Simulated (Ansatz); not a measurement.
One change: `CO[SiH](C)[SiH3]` becomes `CO[SiH](F)[SiH3]`.

Ansatz, PBE0-D4/def2-TZVP geometries, multiplicity 1. Each molecule was computed in one conformer, which needn't be the lowest.

```json
{"property": "LUMO energy (PBE/def2-TZVPP) / eV", "`CO[SiH](C)[SiH3]`": "-0.70"}
{"property": "size of the dipole moment (PBE/def2-TZVPP) / D", "`CO[SiH](C)[SiH3]`": "1.65"}
{"property": "size of the dipole moment (ωB97M-V/def2-TZVPP) / D", "`CO[SiH](C)[SiH3]`": "1.69"}
{"property": "LUMO energy (PBE0/def2-TZVPP) / eV", "`CO[SiH](C)[SiH3]`": "0.19"}
{"property": "HOMO–LUMO gap (PBE/def2-TZVPP) / eV", "`CO[SiH](C)[SiH3]`": "5.78"}
{"property": "LUMO energy (ωB97M-V/def2-TZVPP) / eV", "`CO[SiH](C)[SiH3]`": "1.94"}
```

Problem. What does the change do to each property? (An estimate is asked.)

Solution. The calculation gave: 
```json
{"property": "LUMO energy (PBE/def2-TZVPP) / eV", "`CO[SiH](F)[SiH3]`": "-0.95", "shift": "-0.25"}
{"property": "size of the dipole moment (PBE/def2-TZVPP) / D", "`CO[SiH](F)[SiH3]`": "1.42", "shift": "-0.23"}
{"property": "size of the dipole moment (ωB97M-V/def2-TZVPP) / D", "`CO[SiH](F)[SiH3]`": "1.48", "shift": "-0.21"}
{"property": "LUMO energy (PBE0/def2-TZVPP) / eV", "`CO[SiH](F)[SiH3]`": "-0.10", "shift": "-0.29"}
{"property": "HOMO–LUMO gap (PBE/def2-TZVPP) / eV", "`CO[SiH](F)[SiH3]`": "6.03", "shift": "0.25"}
{"property": "LUMO energy (ωB97M-V/def2-TZVPP) / eV", "`CO[SiH](F)[SiH3]`": "1.66", "shift": "-0.28"}
```

With PBE0 the HOMO falls by 0.45 eV and the LUMO falls by 0.29 eV, so the gap widens by about 0.16 eV. PBE moves the HOMO by -0.50 eV and ωB97M-V by -0.45 eV. Dipoles are sizes alone; their direction can turn.
